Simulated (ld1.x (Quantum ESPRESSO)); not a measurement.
## lithium (Li): excitation energies, all-electron against TM semilocal

Li, norm-conserving Troullier–Martins (semilocal form), made with ld1.x (Quantum ESPRESSO) 7.5 (revPBE, scalar-relativistic). Core [He], reference 2s0.5 2p0.5. Waves: 2s (bound): rc 1.95 bohr; 3d channel at -0.15 Ry: rc 3.50 bohr; 2p (bound): rc 4.20 bohr. Local part: the p channel. Core correction: none.

Energies are relative to the spin-unpolarised reference configuration 2s0.5 2p0.5; without spin polarisation the order of configurations can differ from experiment.

```csv
valence configuration,charge,ΔE all-electron (eV),error AE − PS (meV)
2s1 2p0,0,-0.897,-0.1
2s0.5 2p0,+0.5,1.156,+3.7
2s0 2p1,0,0.895,-1.5
```
